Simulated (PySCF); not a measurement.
## Carbon: a sound run and one with changed settings

Sound run: C+ [He] 2s2 2p1, C(2+) [He] 2s2. Calculation: PySCF 2.14, in aug-cc-pVDZ (4s3p2d, 23 functions); the non-relativistic Hamiltonian (point nucleus). The sound run starts from symmetry-adapted Hartree-Fock orbitals and uses a fine grid where one is needed.

Changed run: radial step 0.8 in ln r (0.13 in the sound run). This setting is unsound on purpose.

```json
{"species": "C+", "method": "UHF", "sound run (hartree)": "-37.29025", "changed run (hartree)": "-37.29025", "converged": "yes"}
{"species": "C+", "method": "TPSS", "sound run (hartree)": "-37.43841", "changed run (hartree)": "-37.43499", "converged": "yes"}
{"species": "C+", "method": "MN15", "sound run (hartree)": "-37.38698", "changed run (hartree)": "-37.41804", "converged": "yes"}
{"species": "C(2+)", "method": "UHF", "sound run (hartree)": "-36.40165", "changed run (hartree)": "-36.40165", "converged": "yes"}
{"species": "C(2+)", "method": "TPSS", "sound run (hartree)": "-36.51850", "changed run (hartree)": "-36.50467", "converged": "yes"}
{"species": "C(2+)", "method": "MN15", "sound run (hartree)": "-36.48826", "changed run (hartree)": "-36.54549", "converged": "yes"}
```

Ionisation energy of C+:

```tsv
method	sound run (eV)	changed run (eV)
UHF	24.180	24.180
TPSS	25.032	25.315
MN15	24.455	23.743
```

A coarse radial grid mis-integrates the density and the exchange-correlation energy, with errors of either sign; Hartree-Fock needs no grid.

For comparison, NIST gives 24.383 eV between the lowest levels.
